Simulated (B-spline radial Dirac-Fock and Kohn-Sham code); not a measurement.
## Cross section and asymmetry of the 4f7/2 subshell of Tm²⁺

System: the Tm²⁺ ion, configuration [Xe] 4f13. The computed 4f7/2 threshold is 20.39 eV; without correlation, outer thresholds are uncertain by 1 to 2 eV. With an open shell the threshold is an average over the terms of the final ion.

Input file task.json (cfg lists n, l and occupation; rrms is the nuclear radius in fm):

```json
{"items": [{
  "Z": 69,
  "q": 2,
  "cfg": [[1, 0, 2], [2, 0, 2], [2, 1, 6], [3, 0, 2], [3, 1, 6], [3, 2, 10], [4, 0, 2], [4, 1, 6], [4, 2, 10], [4, 3, 13], [5, 0, 2], [5, 1, 6]],
  "A": 169,
  "rrms": 5.2256,
  "do": ["binding", "quiet", "photo", "scan"],
  "hv": [21.22, 39.3, 80, 237.0, 331.0, 1000, 3100.0, 5414.7, 6000, 7720.0, 8730.0, 12000, 18100.0, 37200.0, 40000, 200000]
}]}
```

Launch: `python xray_run.py task.json out`

These are calculated numbers from a radial atomic solver; the model is the independent-particle Dirac-Slater model, thresholds from Dirac-Fock. Interchannel coupling and autoionising resonances are not included, so magnitudes near threshold are approximate.

Question: How do σ and β run from threshold to 400 eV kinetic energy?

Answer: The cross section shows no minimum in this range. Its largest value, 4.30 Mb, lies 84 eV above threshold, delayed by the centrifugal barrier of the l+1 channel. β ranges from 0.36 (at 104.7 eV) to 1.98.

| kinetic energy (eV) | σ (Mb) | β |
| --- | --- | --- |
| 1.5 | 0.893 | 1.98 |
| 1.9 | 0.915 | 1.98 |
| 2.3 | 0.944 | 1.97 |
| 2.9 | 0.980 | 1.94 |
| 3.7 | 1.03 | 1.89 |
| 4.6 | 1.08 | 1.82 |
| 5.7 | 1.16 | 1.73 |
| 7.2 | 1.25 | 1.61 |
| 9.0 | 1.37 | 1.48 |
| 11.2 | 1.52 | 1.33 |
| 14.0 | 1.71 | 1.17 |
| 17.5 | 1.94 | 1.01 |
| 21.9 | 2.23 | 0.86 |
| 27.4 | 2.58 | 0.73 |
| 34.2 | 3.00 | 0.61 |
| 42.8 | 3.45 | 0.52 |
| 53.5 | 3.89 | 0.45 |
| 66.9 | 4.20 | 0.40 |
| 83.7 | 4.30 | 0.37 |
| 104.7 | 4.16 | 0.36 |
| 130.9 | 3.87 | 0.37 |
| 163.6 | 3.48 | 0.42 |
| 204.6 | 2.95 | 0.48 |
| 255.8 | 2.32 | 0.56 |
| 319.9 | 1.71 | 0.66 |
| 400.0 | 1.16 | 0.75 |
